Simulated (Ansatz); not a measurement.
Calculated with Ansatz (gas phase, PBE0-D4/def2-TZVP geometries, no zero-point term in ΔE). CBS: MP2 limit from def2 TZ/QZ plus the TZ coupled-cluster correction, frozen cores. This one scheme is used for every species. Each species was taken in one conformer, which may not be the lowest.

Consider the ligand exchange at the Al–Cl bond: `[F][Al]([SH])[Cl]` + H–F → `[F][Al]([F])[SH]` + HCl.

```tsv
species	MP2/CBS(def2) energy (Eh)
`[F][Al]([SH])[Cl]`	-1200.09847
H–F	-100.38702
`[F][Al]([F])[SH]`	-840.13883
HCl	-460.35267
```

**Question.** Work out ΔE.

**Answer.** ΔE = (-840.13883) + (-460.35267) − (-1200.09847) − (-100.38702) = -0.00601 Eh = -3.8 kcal/mol. CCSD(T)/CBS gives -4.5 kcal/mol.

Largest T1 diagnostic among the species: 0.012.

At CCSD(T), def2-SVP lies −1.7 kcal/mol from the extrapolated value and def2-TZVPP −0.8 kcal/mol. From r2SCAN to r2SCAN0 (25 % exact exchange), in def2-TZVPP and without D4, ΔE moves by +0.7 kcal/mol.
